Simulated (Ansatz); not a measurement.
A first, cheap relaxation of `F[SiH](F)[O][GeH3]`.

```yaml
crystal:
  periodic: [false, false, false]
  atoms:
    - {symbol: F, position_ang: [-1.099400, 0.130600, 1.863900]}
    - {symbol: Si, position_ang: [-0.988200, 0.951000, 0.392100]}
    - {symbol: F, position_ang: [0.297700, 2.083100, 0.461900]}
    - {symbol: O, position_ang: [-0.763000, -0.133800, -0.932900]}
    - {symbol: Ge, position_ang: [0.805700, -0.978600, -0.528500]}
    - {symbol: H, position_ang: [-2.238900, 1.653300, 0.130400]}
    - {symbol: H, position_ang: [1.998000, 0.071400, -0.464200]}
    - {symbol: H, position_ang: [1.150600, -1.985100, -1.669300]}
    - {symbol: H, position_ang: [0.711400, -1.734400, 0.815500]}
basis:
  gaussian: {orbitals: def2-SVP}
hamiltonian: {xc: pbe, dispersion: d4}
relax: {f_tol: 0.03, max_steps: 200}
```

```sh
$ ansatz run in.yaml --threads 4 --pin off --events-out ev --progress --plain
```

Shortened log:

```
Functional definition: PBE
mean field -71910.27750661 eV, -2642.6539558312 hartree, gradient 4.6e-5 eV, S^2 0.000000; 0 other end points of the search recorded, 0 dependent functions left out
relax step   1: F+E_penalty+E_count = -71910.47217893 eV  Δ(F+E_penalty+E_count) = +0.000e0 eV  max|allowed force component| = 2.027e0 eV/Å  Δτ_max = 0.0000 Å  (27 SCF iters, accepted)
mean field -71910.69399742 eV, -2642.6692615861 hartree, gradient 1.2e-5 eV, S^2 0.000000; 0 other end points of the search recorded, 0 dependent functions left out
relax step   2: F+E_penalty+E_count = -71910.88810225 eV  Δ(F+E_penalty+E_count) = -4.159e-1 eV  max|allowed force component| = 1.425e0 eV/Å  Δτ_max = 0.1559 Å  (35 SCF iters, accepted)
mean field -71910.85162691 eV, -2642.6750543631 hartree, gradient 9.9e-6 eV, S^2 0.000000; 0 other end points of the search recorded, 0 dependent functions left out
relax step   3: F+E_penalty+E_count = -71911.04496852 eV  Δ(F+E_penalty+E_count) = -1.569e-1 eV  max|allowed force component| = 5.175e-1 eV/Å  Δτ_max = 0.1997 Å  (29 SCF iters, accepted)
mean field -71910.89600707 eV, -2642.6766853040 hartree, gradient 7.2e-6 eV, S^2 0.000000; 0 other end points of the search recorded, 0 dependent functions left out
relax step   4: F+E_penalty+E_count = -71911.08912007 eV  Δ(F+E_penalty+E_count) = -4.415e-2 eV  max|allowed force component| = 4.390e-1 eV/Å  Δτ_max = 0.1473 Å  (29 SCF iters, accepted)
mean field -71910.90350098 eV, -2642.6769606998 hartree, gradient 1.3e-5 eV, S^2 0.000000; 0 other end points of the search recorded, 0 dependent functions left out
relax step   5: F+E_penalty+E_count = -71911.09546361 eV  Δ(F+E_penalty+E_count) = -6.344e-3 eV  max|allowed force component| = 8.234e-2 eV/Å  Δτ_max = 0.0606 Å  (28 SCF iters, accepted)
mean field -71910.90405877 eV, -2642.6769811983 hartree, gradient 2.7e-5 eV, S^2 0.000000; 0 other end points of the search recorded, 0 dependent functions left out
relax step   6: F+E_penalty+E_count = -71911.09611342 eV  Δ(F+E_penalty+E_count) = -6.498e-4 eV  max|allowed force component| = 1.791e-2 eV/Å  Δτ_max = 0.0046 Å  (29 SCF iters, accepted)
mean field -71910.90405877 eV, -2642.6769811983 hartree, gradient 2.7e-5 eV, S^2 0.000000; 1 other end points of the search recorded, 0 dependent functions left out
Total energy: -71911.09614997 eV, -2642.6840404199 hartree
Atom 0 at    -1.313799     0.461180     1.936490 Å, force     0.000387    -0.002354     0.001991 eV/Å
Atom 1 at    -1.080976     1.068104     0.445127 Å, force     0.017865    -0.012857     0.001120 eV/Å
Atom 2 at    -0.019386     2.286424     0.633642 Å, force     0.002848     0.001612    -0.000595 eV/Å
Atom 3 at    -0.475808    -0.076796    -0.558271 Å, force     0.007632    -0.003384     0.002206 eV/Å
Atom 4 at     1.009607    -1.120300    -0.563077 Å, force    -0.006102     0.006815     0.003775 eV/Å
Atom 5 at    -2.358965     1.591493    -0.090507 Å, force    -0.017906     0.007829    -0.007340 eV/Å
Atom 6 at     2.249365    -0.191523    -0.579756 Å, force    -0.003987    -0.002556    -0.000895 eV/Å
Atom 7 at     0.888035    -1.951418    -1.859643 Å, force    -0.000218     0.002893     0.003857 eV/Å
Atom 8 at     0.975828    -2.009664     0.704895 Å, force    -0.000519     0.002002    -0.004119 eV/Å
Dipole moment:     0.173157    -0.286121    -0.233138 e Å
```

Hardware: 4 threads of a server CPU on a shared host. Wall time 14 s, peak host memory 0.18 GiB.
